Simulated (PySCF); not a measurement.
These are PBE-D3(BJ)/def2-TZVP // B3LYP-D3(BJ)/def2-SVP run with PySCF values and carry that method's errors. Isolated molecules, 0 K electronic values unless said otherwise. One relaxed conformer stands for a flexible species; it need not be the lowest. 

Reference species (SMILES): `C[CH2][Sn]([CH2]C)([SH])[SH]` (neutral, multiplicity 1).

```json
{
  "HOMO–LUMO gap": "4.15 eV",
  "HOMO": "-5.74 eV",
  "LUMO": "-1.59 eV"
}
```

After one change: the HOMO–LUMO gap drops by 0.90 eV; the HOMO falls by 0.72 eV; the LUMO decreases by 1.62 eV.

Problem. Name the change that produced these shifts. The new species is one of these.
(A) `C[CH2][Sn]([CH2]C)([CH2]C)[CH2]C`
(B) `[SH][Sn]([SH])([SH])[SH]`
(C) `C[CH2][Sn]([SH])([SH])[SH]`

Solution. B, `[SH][Sn]([SH])([SH])[SH]`
